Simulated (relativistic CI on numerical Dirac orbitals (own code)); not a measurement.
Electric-dipole lines of Fe

These numbers are calculated, not measured: Dirac-Coulomb-Breit CI, KLI orbitals optimised for each configuration, model QED, valence Slater integrals scaled by 0.85, configuration energies shifted to the measured levels that pair with them (semi-empirical) (own radial code, finite nucleus).

CI space (outside the closed core [Ar]): 3d⁶4s², 3d⁷4s, 3d⁶4s4p, 3d⁸, 3d⁷4p, 3d⁵4s²4p, 3d⁶4p², 3d⁶4s4d, 3d⁷4d, 3d⁷5s, 3d⁶4s5s, 3d⁷5p, 3d⁶4s6s, 3d⁶4s5p, 3d⁶4s6p, 3d⁶4s4f, 3d⁶4s5d, 3d⁶4s5g, 3d⁶4s5f, 3d⁶4s6d, 3d⁶4d², 3d⁶4s6f. Levels of other configurations are missing.

| λ vac (Å) | Lower | Upper | A (s⁻¹) | gf | Branching (%) |
| --- | --- | --- | --- | --- | --- |
| 2358.4 | 3d⁶4s² ⁵D3 [2] | 3d⁶4s4p ⁵P°2 [165] | 2.11e+06 | 8.78e-03 | 6.2 |
| 2369.4 | 3d⁶4s² ⁵D2 [3] | 3d⁶4s4p ⁵P°1 [166] | 1.45e+06 | 3.66e-03 | 9.2 |
| 2374.4 | 3d⁶4s² ⁵D2 [3] | 3d⁶4s4p ⁵P°2 [165] | 4.91e+06 | 2.07e-02 | 14.4 |
| 2379.7 | 3d⁶4s² ⁵D1 [4] | 3d⁶4s4p ⁵P°1 [166] | 1.98e+06 | 5.05e-03 | 12.6 |
| 2381.9 | 3d⁶4s² ⁵D3 [2] | 3d⁶4s4p ⁵P°3 [159] | 8.33e+06 | 4.96e-02 | 24.1 |
| 2384.8 | 3d⁶4s² ⁵D1 [4] | 3d⁶4s4p ⁵P°2 [165] | 1.07e+07 | 4.56e-02 | 31.5 |
| 2384.8 | 3d⁶4s² ⁵D0 [5] | 3d⁶4s4p ⁵P°1 [166] | 5.41e+06 | 1.39e-02 | 34.4 |
| 2398.2 | 3d⁶4s² ⁵D2 [3] | 3d⁶4s4p ⁵P°3 [159] | 1.40e+07 | 8.46e-02 | 40.6 |
| 2472.1 | 3d⁶4s² ⁵D4 [1] | 3d⁵4s²4p ⁷P°4 [129] | 2.85e+07 | 2.35e-01 | 83.6 |
| 2497.4 | 3d⁶4s² ⁵D3 [2] | 3d⁵4s²4p ⁷P°4 [129] | 3.43e+06 | 2.89e-02 | 10.0 |
| 2512.8 | 3d⁶4s² ⁵D3 [2] | 3d⁵4s²4p ⁷P°3 [128] | 3.08e+06 | 2.04e-02 | 68.1 |
| 2530.9 | 3d⁶4s² ⁵D2 [3] | 3d⁵4s²4p ⁷P°3 [128] | 1.03e+06 | 6.89e-03 | 22.6 |
| 2541.1 | 3d⁶4s² ⁵D2 [3] | 3d⁵4s²4p ⁷P°2 [126] | 6.54e+05 | 3.16e-03 | 41.8 |
| 2610.4 | 3d⁶4s² ⁵D2 [3] | 3d⁷4p ³D°1 [124] | 5.79e+06 | 1.78e-02 | 3.5 |
| 2613.1 | 3d⁶4s² ⁵D3 [2] | 3d⁷4p ³D°2 [121] | 2.29e+07 | 1.17e-01 | 13.3 |
| 2619.2 | 3d⁶4s² ⁵D4 [1] | 3d⁷4p ³D°3 [116] | 9.07e+06 | 6.53e-02 | 5.3 |
| 2629.1 | 3d⁶4s² ⁵D0 [5] | 3d⁷4p ³D°1 [124] | 3.19e+06 | 9.93e-03 | 1.9 |
| 2632.8 | 3d⁶4s² ⁵D2 [3] | 3d⁷4p ³D°2 [121] | 1.64e+07 | 8.53e-02 | 9.5 |
| 2647.6 | 3d⁶4s² ⁵D3 [2] | 3d⁷4p ³D°3 [116] | 3.28e+06 | 2.41e-02 | 1.9 |
| 2898.7 | 3d⁷4s ⁵F5 [6] | 3d⁵4s²4p ⁷P°4 [129] | 1.41e+06 | 1.60e-02 | 4.1 |
| 3094.5 | 3d⁶4s² ⁵D4 [1] | 3d⁶4s4p ³F°4 [84] | 1.91e+05 | 2.46e-03 | 37.0 |
| 3407.1 | 3d⁷4s ⁵F5 [6] | 3d⁷4p ³G°5 [109] | 5.45e+05 | 1.04e-02 | 0.5 |
| 3840.6 | 3d⁷4s ³F4 [11] | 3d⁷4p ³D°3 [116] | 1.25e+08 | 1.94e+00 | 73.5 |
| 3849.2 | 3d⁷4s ³F3 [12] | 3d⁷4p ³D°2 [121] | 1.04e+08 | 1.15e+00 | 60.1 |
| 3859.0 | 3d⁷4s ³F2 [13] | 3d⁷4p ³D°1 [124] | 1.53e+08 | 1.02e+00 | 91.1 |
| 4061.5 | 3d⁷4s ³F4 [11] | 3d⁷4p ³F°4 [113] | 1.00e+08 | 2.23e+00 | 81.7 |
| 4082.0 | 3d⁷4s ³F3 [12] | 3d⁷4p ³F°3 [114] | 7.45e+07 | 1.30e+00 | 60.1 |
| 4091.4 | 3d⁷4s ³F2 [13] | 3d⁷4p ³F°2 [115] | 9.05e+07 | 1.14e+00 | 74.0 |
| 4317.4 | 3d⁷4s ³F4 [11] | 3d⁷4p ³G°5 [109] | 8.93e+07 | 2.75e+00 | 87.6 |
| 4326.7 | 3d⁷4s ³F2 [13] | 3d⁷4p ³G°3 [111] | 7.94e+07 | 1.56e+00 | 79.1 |
| 4327.6 | 3d⁷4s ³F3 [12] | 3d⁷4p ³G°4 [110] | 7.73e+07 | 1.95e+00 | 76.3 |

Terms are leading LS components. Brackets give the number of a level in order of energy, since labels repeat. The list gives strong lines, with weight on those to low levels, without configurations that were not tied to measured data, without lines whose two gauges differ by over a factor of 2.5, among the lowest 400 of 8165 levels, so that lines to higher ones, which can be the strongest, are missing, and without lines across small gaps between configurations, and without 203 lines that miss the measured interval by over 3.5 %, start from a term whose rates miss tabulated ones by over 60 %, have gauges far apart or, lacking measured levels, span too small a gap for the errors found; lines with a level outside our table were not tested and can miss by more. Levels whose partners in the same complex of configurations lie outside the list can be far off, and so can their lines. Rates are taken at the computed energies, electric ones in the length gauge.

Configurations whose levels could be paired with our table of measured levels were shifted onto them, all but the ground configuration, by the median error of their levels; single terms can still be off by 1,000 to 2,000 cm⁻¹ or more, and rates follow the energies as ν³ (E1, M1) or ν⁵ (E2). The others borrow a shift and can be off by several thousand cm⁻¹ or more. The fine structure of a lone outer electron comes out too small, for d and f at times inverted, and misplaced configurations move strength between like terms. 115 of the 147 excited levels that our extract of the measured tables holds in this range could be paired (the sources list more); they are missed by 794 cm⁻¹ on average and 3910 at most, after the shifts were fitted to these levels, and levels without a partner can miss by more.

LS names give the leading component of a level, which can be under half, so a name can repeat, a term be missing and a line seem to break the LS rules.
